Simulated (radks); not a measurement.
Pb II, configuration [Hg] 7d1 (not the ground configuration). All-electron calculation, scalar-relativistic Kohn-Sham, r2SCAN, spin-polarised, spherical densities, finite nucleus; open shells are filled with parallel spins first (spin-orbit coupling, left out, can overturn this in heavy ions); meta-GGA in the generalised Kohn-Sham scheme; Fermi nuclear charge, rms radius 5.5012 fm. Program: a radial shooting solver on a logarithmic mesh with Libxc functionals.

Radial electron density D(r) = 4 pi r^2 rho(r):

r (bohr),D(r) (e/bohr),spin D(r)
0.002439,40.76,-0.0000226
0.002908,49.99,-0.0000272
0.00344,59.90,-0.0000317
0.004102,71.16,-0.0000363
0.004891,82.79,-0.0000402
0.005786,93.53,-0.0000425
0.0069,103.4,-0.0000425
0.008228,110.7,-0.0000392
0.009733,114.3,-0.0000322
0.01161,114.2,-0.0000209
0.01373,110.8,-0.00000774
0.01637,105.6,0.00000598
0.01952,101.8,0.0000161
0.02309,103.0,0.0000204
0.02754,111.6,0.0000238
0.03283,127.0,0.0000429
0.03884,143.5,0.000108
0.04632,154.6,0.000269
0.05523,153.0,0.000560
0.06533,140.4,0.000944
0.0779,125.5,0.00135
0.09216,121.9,0.00157
0.1099,132.6,0.00143
0.131,145.1,0.000871
0.155,140.5,0.000214
0.1848,115.0,-0.0000766
0.2204,88.37,0.000509
0.2607,82.33,0.00181
0.3109,93.08,0.00296
0.3678,97.37,0.00271
0.4386,81.73,0.000925
0.5229,55.52,-0.000444
0.6186,36.59,0.00111
0.7377,28.03,0.00594
0.8796,24.69,0.0105
1.041,20.63,0.0101
1.241,14.87,0.00423
1.48,9.477,-0.00234
1.75,5.722,-0.00242
2.087,3.174,0.00846
2.469,1.666,0.0278
2.944,0.7479,0.0489
3.51,0.2938,0.0586
4.153,0.1107,0.0480
4.952,0.03155,0.0206
5.905,0.001755,0.000538
6.985,0.01430,0.0142
8.329,0.06950,0.0695
9.932,0.1273,0.127
11.75,0.1287,0.129
14.01,0.07564,0.0756
16.57,0.02547,0.0255
19.76,0.004217,0.00422
23.56,0.0003481,0.000348

D(r) has 5 maxima, at r = 0.0105, 0.0494, 0.137, 0.353, 10.8 bohr, and minima at 0.0206, 0.0885, 0.251 bohr, inside which lie 1.88, 11.01, 30.03 electrons.
